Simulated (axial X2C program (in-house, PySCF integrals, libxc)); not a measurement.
**Estimating the spin–orbit splitting of the π levels of NaBr**

Calculated with an axial X2C code built on PySCF integrals. Spin-free means the one-electron spin-free X2C Hamiltonian; two-component (2c) means X2C with spin–orbit coupling and atomic mean-field two-electron Coulomb and Gaunt terms, so the difference of the two also holds small scalar two-electron terms. Basis: Br dyall-cv3z [8s9p6d4f1g], Na dyall-cv3z [9s8p5d2f] (cores contracted in-house); Gaussian nuclei, density fitting, unrestricted open shells. Masses: Br 78.918 u, Na 22.990 u.

Hartree–Fock at 2.512 Å, closed shell. Valence p splittings ε(p3/2) − ε(p1/2) of spherical Dirac–Hartree–Fock atoms with fractionally filled p shells: Br 4p 0.555 eV.

```tsv
filled π level (eV), spin-free	Na p share	Br p share
-8.96	0.03	0.93
```

Q: In first order a p shell splits by 3ζ/2 and a π orbital by ζ. Estimate the splitting of each π level from the shares.

A: level -8.96 eV: (2/3) × (0.93 × 0.555) = 0.34 eV.

The two-component Hartree–Fock calculation gives:

```tsv
ε(ω = 1/2) (eV)	σ share of it	ε(ω = 3/2) (eV)	splitting (eV)	estimate (eV)
-9.002	0.23	-8.781	0.22	0.34
```

The estimate leaves out the mixing of π1/2 with σ1/2 levels, which pushes the ω = 1/2 spinor up or down, the d and f parts of the orbital, small shares of the strongly split outer-core p shell of a metal, the Gaunt term (absent from the atomic values), and the change of the atomic p orbitals with charge; Löwdin shares depend on the basis.
